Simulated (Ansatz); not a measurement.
A short molecular-dynamics run on `C[N]([AlH2])[AlH2]`.

```yaml
crystal:
  periodic: [false, false, false]
  atoms:
    - {symbol: C, position_ang: [-0.000739, 1.424990, 0.089603]}
    - {symbol: N, position_ang: [0.044242, -0.038785, 0.010069]}
    - {symbol: Al, position_ang: [-0.403938, -1.008547, 1.446015]}
    - {symbol: Al, position_ang: [0.446300, -0.822525, -1.548279]}
    - {symbol: H, position_ang: [0.975527, 1.845309, 0.354172]}
    - {symbol: H, position_ang: [-0.295892, 1.877212, -0.862801]}
    - {symbol: H, position_ang: [-0.712717, 1.770457, 0.846302]}
    - {symbol: H, position_ang: [-0.302283, -2.584161, 1.349799]}
    - {symbol: H, position_ang: [-0.896943, -0.231213, 2.738206]}
    - {symbol: H, position_ang: [0.676606, 0.111429, -2.809894]}
    - {symbol: H, position_ang: [0.535337, -2.401167, -1.592593]}
basis:
  gaussian: {orbitals: "6-31G*"}
magnetization: {spin_polarized: true, initial_magnetization: 0}
hamiltonian: {xc: {name: revPBE}, dispersion: d4}
md: {timestep: 0.5 fs, n_steps: 20, ensemble: nvt_langevin, temperature: 1000, initial_velocities: maxwell_boltzmann, friction: 0.01, seed: 6}
```

```sh
$ ansatz run in.yaml --threads 2 --pin off --events-out ev --progress --plain --max-ram 4352MiB
```

```
step  time (fs)  potential energy (eV)  kinetic (eV)  T (K)  conserved (eV)
   0        0.0            -15831.3979        1.2926    909               –
   1        0.5            -15831.3935        1.2433    874               –
   2        1.0            -15831.3719        1.2159    855               –
   3        1.5            -15831.3344        1.2361    869               –
   4        2.0            -15831.2845        1.1219    789               –
   5        2.5            -15831.2289        1.1054    777               –
   6        3.0            -15831.1732        1.0106    711               –
   7        3.5            -15831.1233        0.9626    677               –
   8        4.0            -15831.0781        0.9922    698               –
   9        4.5            -15831.0383        0.9719    684               –
  10        5.0            -15831.0076        0.8795    619               –
  11        5.5            -15830.9858        0.8490    597               –
  12        6.0            -15830.9655        0.8377    589               –
  13        6.5            -15830.9468        0.8441    594               –
  14        7.0            -15830.9319        0.8646    608               –
  15        7.5            -15830.9214        0.8378    589               –
  16        8.0            -15830.9135        0.8877    624               –
  17        8.5            -15830.9048        0.8701    612               –
  18        9.0            -15830.9021        0.8697    612               –
  19        9.5            -15830.9044        0.8182    575               –
  20       10.0            -15830.9058        0.8484    597               –
```

Velocities are drawn at the set temperature; a run this short doesn't reach equilibrium.

Frames (Å, forces in eV/Å):

```xyz
11
time=0.0 fs
C    -0.001    1.425    0.090   -0.041    0.234    0.004
N     0.044   -0.039    0.010    0.047    0.153    0.022
Al   -0.404   -1.009    1.446   -0.125   -0.330    0.437
Al    0.446   -0.823   -1.548    0.133   -0.273   -0.472
H     0.976    1.845    0.354    0.346    0.118    0.093
H    -0.296    1.877   -0.863   -0.099    0.155   -0.327
H    -0.713    1.770    0.846   -0.242    0.119    0.260
H    -0.302   -2.584    1.350    0.020   -0.236   -0.032
H    -0.897   -0.231    2.738   -0.077    0.138    0.189
H     0.677    0.111   -2.810    0.029    0.161   -0.185
H     0.535   -2.401   -1.593    0.008   -0.238    0.011
11
time=0.5 fs
C    -0.007    1.426    0.086    0.471    0.150   -0.079
N     0.053   -0.038    0.008   -0.068    0.050    0.289
Al   -0.406   -1.010    1.450    0.036   -0.442    0.188
Al    0.444   -0.821   -1.550    0.238   -0.434   -0.550
H     0.970    1.858    0.367    0.128    0.014   -0.092
H    -0.302    1.855   -0.876   -0.093    0.293   -0.259
H    -0.705    1.767    0.845   -0.542    0.201    0.396
H    -0.287   -2.595    1.358   -0.008   -0.102   -0.034
H    -0.877   -0.243    2.746   -0.132    0.212    0.276
H     0.695    0.110   -2.812   -0.004    0.161   -0.165
H     0.559   -2.408   -1.603   -0.028   -0.102    0.029
11
time=1.0 fs
C    -0.014    1.428    0.083    0.892    0.111   -0.193
N     0.062   -0.037    0.006   -0.175   -0.014    0.536
Al   -0.408   -1.012    1.454    0.190   -0.543   -0.040
Al    0.442   -0.818   -1.551    0.345   -0.586   -0.630
H     0.964    1.871    0.380   -0.074   -0.099   -0.280
H    -0.309    1.836   -0.891   -0.064    0.387   -0.104
H    -0.699    1.763    0.847   -0.793    0.259    0.483
H    -0.271   -2.605    1.366   -0.037    0.017   -0.037
H    -0.858   -0.256    2.754   -0.181    0.281    0.357
H     0.714    0.108   -2.816   -0.037    0.159   -0.139
H     0.582   -2.414   -1.613   -0.066    0.027    0.048
11
time=1.5 fs
C    -0.020    1.430    0.080    1.217    0.097   -0.295
N     0.071   -0.036    0.004   -0.272   -0.066    0.760
Al   -0.409   -1.014    1.459    0.340   -0.645   -0.266
Al    0.440   -0.816   -1.553    0.455   -0.732   -0.719
H     0.959    1.885    0.394   -0.265   -0.205   -0.470
H    -0.316    1.818   -0.907   -0.017    0.458    0.111
H    -0.695    1.758    0.849   -0.982    0.299    0.511
H    -0.256   -2.615    1.376   -0.066    0.132   -0.044
H    -0.839   -0.269    2.761   -0.229    0.354    0.444
H     0.734    0.104   -2.821   -0.073    0.151   -0.102
H     0.604   -2.420   -1.625   -0.107    0.157    0.070
11
time=2.0 fs
C    -0.026    1.433    0.077    1.455    0.048   -0.360
N     0.080   -0.035    0.003   -0.367   -0.120    0.964
Al   -0.410   -1.015    1.463    0.476   -0.732   -0.465
Al    0.438   -0.815   -1.555    0.566   -0.862   -0.815
H     0.953    1.896    0.407   -0.412   -0.276   -0.639
H    -0.324    1.800   -0.922    0.027    0.541    0.304
H    -0.694    1.753    0.852   -1.122    0.328    0.508
H    -0.243   -2.625    1.386   -0.093    0.241   -0.053
H    -0.821   -0.281    2.769   -0.267    0.414    0.514
H     0.754    0.100   -2.827   -0.113    0.139   -0.054
H     0.625   -2.427   -1.637   -0.150    0.279    0.096
11
time=2.5 fs
C    -0.032    1.436    0.074    1.608   -0.047   -0.442
N     0.089   -0.034    0.001   -0.457   -0.162    1.148
Al   -0.411   -1.018    1.467    0.596   -0.788   -0.630
Al    0.436   -0.814   -1.557    0.673   -0.954   -0.897
H     0.945    1.906    0.418   -0.500   -0.309   -0.776
H    -0.333    1.783   -0.936    0.074    0.619    0.490
H    -0.695    1.747    0.854   -1.236    0.356    0.505
H    -0.229   -2.634    1.396   -0.120    0.334   -0.062
H    -0.806   -0.292    2.778   -0.294    0.456    0.557
H     0.776    0.096   -2.832   -0.151    0.132   -0.013
H     0.645   -2.431   -1.650   -0.192    0.363    0.121
11
time=3.0 fs
C    -0.037    1.439    0.071    1.686   -0.157   -0.502
N     0.097   -0.033    0.001   -0.539   -0.179    1.295
Al   -0.412   -1.020    1.471    0.707   -0.814   -0.784
Al    0.434   -0.812   -1.559    0.768   -1.001   -0.950
H     0.936    1.915    0.427   -0.541   -0.324   -0.890
H    -0.343    1.770   -0.949    0.122    0.678    0.652
H    -0.697    1.741    0.855   -1.325    0.375    0.496
H    -0.216   -2.641    1.408   -0.142    0.396   -0.074
H    -0.793   -0.301    2.785   -0.320    0.497    0.602
H     0.798    0.090   -2.835   -0.186    0.139    0.010
H     0.664   -2.430   -1.663   -0.228    0.392    0.144
11
time=3.5 fs
C    -0.042    1.442    0.067    1.622   -0.260   -0.493
N     0.106   -0.033    0.000   -0.615   -0.178    1.411
Al   -0.412   -1.022    1.476    0.810   -0.817   -0.940
Al    0.433   -0.811   -1.561    0.859   -1.017   -1.002
H     0.925    1.923    0.435   -0.506   -0.311   -0.973
H    -0.355    1.760   -0.958    0.174    0.719    0.781
H    -0.702    1.737    0.857   -1.350    0.361    0.435
H    -0.204   -2.645    1.421   -0.160    0.419   -0.091
H    -0.779   -0.310    2.792   -0.349    0.547    0.665
H     0.820    0.086   -2.839   -0.223    0.137    0.042
H     0.683   -2.427   -1.675   -0.261    0.400    0.165
11
time=4.0 fs
C    -0.047    1.445    0.063    1.410   -0.340   -0.455
N     0.114   -0.033   -0.001   -0.690   -0.167    1.514
Al   -0.412   -1.025    1.481    0.901   -0.783   -1.065
Al    0.431   -0.810   -1.564    0.949   -1.028   -1.059
H     0.910    1.929    0.441   -0.407   -0.267   -1.030
H    -0.368    1.752   -0.969    0.239    0.731    0.939
H    -0.709    1.732    0.859   -1.303    0.314    0.297
H    -0.193   -2.646    1.433   -0.173    0.414   -0.108
H    -0.764   -0.319    2.800   -0.370    0.583    0.703
H     0.840    0.084   -2.842   -0.261    0.128    0.079
H     0.701   -2.425   -1.686   -0.294    0.413    0.184
11
time=4.5 fs
C    -0.051    1.448    0.059    1.099   -0.391   -0.409
N     0.122   -0.033   -0.002   -0.771   -0.133    1.609
Al   -0.412   -1.027    1.485    0.974   -0.698   -1.134
Al    0.430   -0.809   -1.566    1.033   -1.048   -1.104
H     0.895    1.935    0.446   -0.280   -0.211   -1.057
H    -0.379    1.748   -0.980    0.313    0.707    1.135
H    -0.719    1.729    0.862   -1.185    0.242    0.091
H    -0.181   -2.645    1.446   -0.184    0.383   -0.127
H    -0.749   -0.326    2.812   -0.377    0.594    0.691
H     0.859    0.082   -2.844   -0.295    0.128    0.103
H     0.719   -2.423   -1.698   -0.326    0.428    0.202
11
time=5.0 fs
C    -0.055    1.450    0.056    0.710   -0.444   -0.374
N     0.130   -0.034   -0.002   -0.850   -0.089    1.682
Al   -0.412   -1.030    1.489    1.030   -0.581   -1.149
Al    0.429   -0.807   -1.569    1.109   -1.074   -1.127
H     0.880    1.941    0.446   -0.122   -0.131   -1.033
H    -0.390    1.746   -0.990    0.383    0.669    1.308
H    -0.731    1.728    0.864   -1.011    0.157   -0.133
H    -0.170   -2.642    1.460   -0.192    0.332   -0.147
H    -0.735   -0.333    2.825   -0.374    0.582    0.639
H     0.877    0.079   -2.846   -0.325    0.133    0.116
H     0.736   -2.421   -1.708   -0.358    0.447    0.218
11
time=5.5 fs
C    -0.059    1.452    0.053    0.246   -0.494   -0.294
N     0.138   -0.034   -0.002   -0.927   -0.064    1.727
Al   -0.412   -1.032    1.493    1.075   -0.434   -1.126
Al    0.428   -0.806   -1.572    1.175   -1.102   -1.127
H     0.865    1.944    0.442    0.063   -0.022   -0.966
H    -0.402    1.745   -0.997    0.444    0.626    1.416
H    -0.747    1.727    0.865   -0.774    0.063   -0.376
H    -0.157   -2.637    1.472   -0.198    0.265   -0.164
H    -0.723   -0.338    2.840   -0.365    0.551    0.552
H     0.894    0.075   -2.848   -0.351    0.140    0.126
H     0.751   -2.420   -1.716   -0.388    0.471    0.230
11
time=6.0 fs
C    -0.062    1.453    0.050   -0.237   -0.529   -0.151
N     0.146   -0.034   -0.002   -1.006   -0.046    1.764
Al   -0.412   -1.035    1.497    1.115   -0.276   -1.087
Al    0.427   -0.805   -1.576    1.233   -1.128   -1.120
H     0.852    1.946    0.438    0.236    0.093   -0.884
H    -0.414    1.748   -1.000    0.498    0.577    1.461
H    -0.766    1.727    0.866   -0.494   -0.039   -0.625
H    -0.145   -2.632    1.486   -0.201    0.193   -0.182
H    -0.710   -0.341    2.856   -0.354    0.515    0.453
H     0.911    0.071   -2.850   -0.374    0.148    0.130
H     0.763   -2.419   -1.722   -0.415    0.492    0.240
11
time=6.5 fs
C    -0.065    1.453    0.047   -0.677   -0.570   -0.010
N     0.154   -0.034   -0.003   -1.089   -0.021    1.789
Al   -0.411   -1.037    1.501    1.151   -0.113   -1.038
Al    0.426   -0.803   -1.580    1.282   -1.139   -1.102
H     0.840    1.948    0.433    0.404    0.207   -0.790
H    -0.426    1.752   -0.999    0.541    0.521    1.442
H    -0.785    1.728    0.866   -0.235   -0.135   -0.816
H    -0.133   -2.626    1.500   -0.202    0.118   -0.199
H    -0.696   -0.343    2.871   -0.344    0.474    0.350
H     0.926    0.068   -2.851   -0.393    0.156    0.130
H     0.774   -2.418   -1.726   -0.437    0.501    0.245
11
time=7.0 fs
C    -0.068    1.453    0.044   -1.049   -0.604    0.168
N     0.162   -0.035   -0.003   -1.171    0.025    1.789
Al   -0.410   -1.039    1.505    1.183    0.052   -0.973
Al    0.426   -0.802   -1.583    1.318   -1.128   -1.070
H     0.827    1.952    0.428    0.543    0.298   -0.705
H    -0.439    1.758   -0.995    0.572    0.462    1.352
H    -0.805    1.730    0.862    0.003   -0.230   -0.959
H    -0.120   -2.621    1.514   -0.204    0.044   -0.212
H    -0.682   -0.341    2.884   -0.334    0.425    0.240
H     0.939    0.067   -2.851   -0.408    0.163    0.125
H     0.783   -2.415   -1.730   -0.453    0.493    0.245
11
time=7.5 fs
C    -0.072    1.453    0.040   -1.325   -0.634    0.415
N     0.170   -0.037   -0.002   -1.243    0.090    1.749
Al   -0.410   -1.042    1.509    1.212    0.209   -0.895
Al    0.426   -0.801   -1.587    1.345   -1.092   -1.028
H     0.816    1.958    0.423    0.632    0.354   -0.632
H    -0.449    1.765   -0.987    0.576    0.406    1.183
H    -0.825    1.730    0.857    0.222   -0.313   -1.067
H    -0.105   -2.615    1.527   -0.207   -0.022   -0.221
H    -0.669   -0.336    2.898   -0.326    0.370    0.127
H     0.951    0.067   -2.853   -0.423    0.164    0.129
H     0.790   -2.410   -1.732   -0.463    0.468    0.241
11
time=8.0 fs
C    -0.076    1.453    0.037   -1.492   -0.660    0.701
N     0.178   -0.039    0.000   -1.303    0.149    1.672
Al   -0.408   -1.044    1.513    1.238    0.360   -0.815
Al    0.427   -0.799   -1.592    1.367   -1.041   -0.978
H     0.805    1.966    0.418    0.681    0.377   -0.560
H    -0.457    1.774   -0.978    0.536    0.356    0.951
H    -0.843    1.729    0.852    0.412   -0.371   -1.142
H    -0.090   -2.610    1.539   -0.209   -0.084   -0.228
H    -0.656   -0.330    2.910   -0.320    0.312    0.016
H     0.963    0.067   -2.856   -0.441    0.160    0.145
H     0.796   -2.406   -1.737   -0.470    0.443    0.238
11
time=8.5 fs
C    -0.080    1.452    0.034   -1.554   -0.690    0.971
N     0.185   -0.040    0.002   -1.357    0.203    1.577
Al   -0.407   -1.046    1.517    1.265    0.493   -0.742
Al    0.427   -0.798   -1.597    1.380   -0.988   -0.910
H     0.795    1.974    0.412    0.702    0.376   -0.501
H    -0.464    1.782   -0.968    0.482    0.313    0.692
H    -0.859    1.727    0.845    0.539   -0.411   -1.159
H    -0.075   -2.606    1.553   -0.211   -0.131   -0.234
H    -0.644   -0.324    2.922   -0.316    0.258   -0.085
H     0.974    0.066   -2.860   -0.455    0.160    0.156
H     0.800   -2.402   -1.743   -0.474    0.418    0.237
11
time=9.0 fs
C    -0.084    1.452    0.030   -1.473   -0.721    1.206
N     0.192   -0.042    0.004   -1.407    0.245    1.456
Al   -0.405   -1.049    1.521    1.294    0.596   -0.668
Al    0.429   -0.797   -1.602    1.376   -0.920   -0.804
H     0.787    1.984    0.405    0.680    0.346   -0.462
H    -0.470    1.791   -0.957    0.416    0.281    0.403
H    -0.870    1.724    0.835    0.579   -0.423   -1.090
H    -0.059   -2.604    1.566   -0.218   -0.150   -0.239
H    -0.633   -0.316    2.932   -0.313    0.202   -0.182
H     0.984    0.065   -2.862   -0.461    0.172    0.148
H     0.802   -2.397   -1.747   -0.473    0.372    0.232
11
time=9.5 fs
C    -0.089    1.451    0.027   -1.276   -0.733    1.439
N     0.199   -0.043    0.007   -1.448    0.275    1.316
Al   -0.404   -1.051    1.525    1.323    0.679   -0.607
Al    0.430   -0.796   -1.607    1.360   -0.823   -0.683
H     0.780    1.994    0.398    0.594    0.278   -0.434
H    -0.475    1.800   -0.946    0.332    0.254    0.086
H    -0.880    1.718    0.823    0.582   -0.409   -0.973
H    -0.043   -2.603    1.577   -0.227   -0.154   -0.240
H    -0.624   -0.308    2.941   -0.311    0.148   -0.265
H     0.994    0.064   -2.864   -0.465    0.184    0.139
H     0.802   -2.390   -1.751   -0.463    0.300    0.223
11
time=10.0 fs
C    -0.093    1.450    0.025   -1.015   -0.741    1.625
N     0.205   -0.045    0.010   -1.489    0.300    1.177
Al   -0.402   -1.053    1.529    1.350    0.761   -0.564
Al    0.432   -0.795   -1.612    1.335   -0.710   -0.560
H     0.776    2.004    0.389    0.476    0.194   -0.405
H    -0.480    1.810   -0.935    0.249    0.224   -0.229
H    -0.889    1.711    0.808    0.552   -0.374   -0.809
H    -0.026   -2.602    1.587   -0.235   -0.159   -0.239
H    -0.617   -0.299    2.949   -0.311    0.098   -0.336
H     1.002    0.064   -2.864   -0.465    0.196    0.127
H     0.799   -2.382   -1.755   -0.447    0.211    0.211
```

Run time 62 s (2 threads of an Arm Neoverse V1 on a shared host); peak host memory 0.43 GiB.
